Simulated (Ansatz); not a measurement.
Geometry optimisation, RHF/6-31G* in Ansatz 0.2.0.

input.yaml

```yaml
crystal:
  periodic: [false, false, false]
  atoms:
    - { symbol: B, position_ang: [-0.077307, -0.551956, -0.257693] }
    - { symbol: H, position_ang: [-0.495417, -0.930764, 0.790911] }
    - { symbol: F, position_ang: [1.22391, -0.581927, -0.463331] }
    - { symbol: O, position_ang: [-0.872004, -0.158576, -1.262968] }
    - { symbol: H, position_ang: [-1.791524, -0.13745, -1.041001] }
    - { symbol: O, position_ang: [-0.132479, 1.400082, 1.478024] }
    - { symbol: Si, position_ang: [0.795094, 2.488138, 2.319261] }
    - { symbol: H, position_ang: [1.758026, 1.769373, 3.178893] }
    - { symbol: H, position_ang: [1.503565, 3.323006, 1.338839] }
    - { symbol: H, position_ang: [-0.047466, 3.339779, 3.180776] }
    - { symbol: H, position_ang: [-0.339098, 0.556595, 1.91119] }
basis:
  gaussian: { orbitals: "6-31G*" }
hamiltonian:
  xc: hf
relax:
  f_tol: 0.03
  max_steps: 50
```

Run as:

```bash
$ ansatz run input.yaml --threads 1 --pin off --max-ram 2048MiB --backend cpu --events-out ev --progress --plain --runs-dir out
```

Problem. Where does it end, and by what steps?

Solution. The forces met the threshold. After 17 steps the energy has fallen by 0.196 eV; H9 moved furthest, 0.89 Å.

```
step  energy less start (eV)  largest force component (eV/Å)  accepted
   0                  0.0000                           1.372       yes
   1                 -0.0898                           0.433       yes
   2                 -0.1026                           0.642       yes
   3                 -0.1312                           0.342       yes
   4                 -0.1347                           0.757       yes
   5                 -0.1538                           0.383       yes
   6                 -0.1635                           0.259       yes
   7                 -0.1654                           0.684       yes
   8                 -0.1804                           0.256       yes
   9                 -0.1792                           0.484        no
  10                 -0.1882                           0.119       yes
  11                 -0.1921                           0.104       yes
  12                 -0.1932                           0.094       yes
  13                 -0.1943                           0.066       yes
  14                 -0.1951                           0.032       yes
  15                 -0.1957                           0.061       yes
  16                 -0.1955                           0.098        no
  17                 -0.1962                           0.029       yes
```

```xyz
11
Properties=species:S:1:pos:R:3
B 0.000 -0.505 -0.188
H -0.628 -1.335 0.387
F 1.300 -0.421 0.031
O -0.521 0.290 -1.136
H -1.458 0.203 -1.232
O -0.407 1.147 1.958
Si 0.719 2.353 2.122
H 1.981 1.827 2.676
H 0.934 2.924 0.788
H 0.222 3.399 3.040
H -0.618 0.635 2.727
```

The run took 42 s on 1 thread of Arm Neoverse V1, on a shared host, peak memory 0.16 GiB.
